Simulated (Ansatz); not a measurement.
`O=C=[N][Ge]([F])([Cl])[Cl]`, relaxed with RKS PBE-D4/def2-SVP in Ansatz 0.2.0 from a rough embedded geometry. The force threshold is 0.03 eV/Å; the program also tests the step.

Total charge 0; spin multiplicity 1.

Start:

```xyz
7

O     2.521    0.624    1.120
C     1.728    0.576    0.221
N     0.873    0.544   -0.712
Ge   -0.889   -0.233   -0.317
F    -1.827   -0.101   -1.812
Cl   -1.783    0.874    1.268
Cl   -0.623   -2.285    0.232
```

| step | energy (eV) | largest force (eV/Å) | largest move (Å) |
| --- | --- | --- | --- |
| 1 | -88811.6031 | 2.020 | 0.000 |
| 2 | -88811.8307 | 0.935 | 0.076 |
| 3 | -88811.8895 | 0.216 | 0.065 |
| 4 | -88811.9106 | 0.225 | 0.074 |
| 5 | -88811.9275 | 0.684 | 0.197 |
| 6 | -88811.9455 | 0.315 | 0.065 |
| 7 | -88811.9473 | 0.038 | 0.048 |
| 8 | -88811.9474 | 0.009 | 0.005 |

End:

```xyz
7

O     2.819    0.802    0.813
C     1.801    0.598    0.262
N     0.780    0.427   -0.391
Ge   -0.888   -0.254   -0.253
F    -1.620   -0.027   -1.807
Cl   -2.047    0.804    1.201
Cl   -0.846   -2.349    0.175
```

Run time 18 s (2 threads of an AMD EPYC 7R13 on a shared host and a share of an NVIDIA H100 80 GB); peak host memory 0.85 GiB.
